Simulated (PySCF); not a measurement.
Computed IR spectrum (relative IR intensity) of a molecule C₃H₉FOSi. Geometry: PBE0-D3(BJ)/def2-SVP. The values are those of a single conformer. Level of theory: PBE0-D3(BJ)/def2-SVP (PySCF). Frequencies are harmonic and unscaled.

ν (cm⁻¹): 161 (vw), 472 (vw), 731 (m), 849 (m), 860 (w), 893 (w), 929 (vs), 964 (m), 1059 (w), 1173 (m), 1189 (m), 1280 (m), 1288 (w), 1427 (w), 1447 (w), 1452 (vw), 1509 (vw), 2256 (m), 2268 (m), 2987 (m), 3027 (m), 3034 (w), 3067 (vw), 3108 (vw), 3168 (w), 3170 (w) (against the strongest line: vs over 80 %, s over 45 %, m over 15 %, w over 4 %, vw less)

Q: Identify the compound among the candidates.
(A) CC(C)O[SiH2]F
(B) CCOC[SiH2]F
(C) C[Si](C)(F)CO
(D) CO[C@H](C)[SiH2]F

A: B, CCOC[SiH2]F
